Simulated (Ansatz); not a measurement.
Ideal-gas functions of `[SiH3][Si](Cl)Cl` radical at 800 K and 1 bar, from an Ansatz frequency run at PBE0-D4/def2-TZVP.

Molar mass 130.1 g/mol, point group Cs (symmetry number 1), electronic degeneracy 2, moments of inertia 215.782, 241.729, 428.184 u Å². Harmonic wavenumbers (cm⁻¹, unscaled): 96, 101, 136, 180, 370, 497, 507, 544, 576, 853, 928, 929, 2219, 2240, 2246.

Use S(trans) = R[1.5 ln M + 2.5 ln T − 1.1517]; rotational temperatures θ = 24.2544 K / I; S(rot) = R[ln(√π/σ · √(T³/θAθBθC)) + 1.5]; for each mode x = 1.438777 ν̃/T, S = R[x/(eˣ − 1) − ln(1 − e⁻ˣ)] and H = RT x/(eˣ − 1); 1 cm⁻¹ = 0.0119627 kJ/mol; R = 8.31446 J/(mol·K).

Q: By hand: the entropy, in J/(mol·K).

A: Translation 190.1. Rotation: θ = 0.1124, 0.1003, 0.0566 K, giving 131.2. Vibration, mode by mode: 22.93, 22.51, 20.04, 17.73, 11.85, 9.52, 9.36, 8.82, 8.38, 5.53, 4.96, 4.95, 0.78, 0.76, 0.75, in all 148.9. Electronic 5.8. Sum 476.0 J/(mol·K).

Q: By hand: H − E and G − E in kJ/mol, counted from the electronic energy.

A: Zero-point energy ½ × 12422 × 0.0119627 = 74.3; thermal vibration 53.7; translation, rotation and pV give 4 RT = 26.6. H − E = 154.6 kJ/mol, and G − E = 154.6 − 800 × 476.0/1000 = -226.2 kJ/mol.

Vibration gives 31 % of the entropy, 65.5 J/(mol·K) of it from the modes under 150 cm⁻¹: soft modes count most, and the harmonic formula is weakest for them.
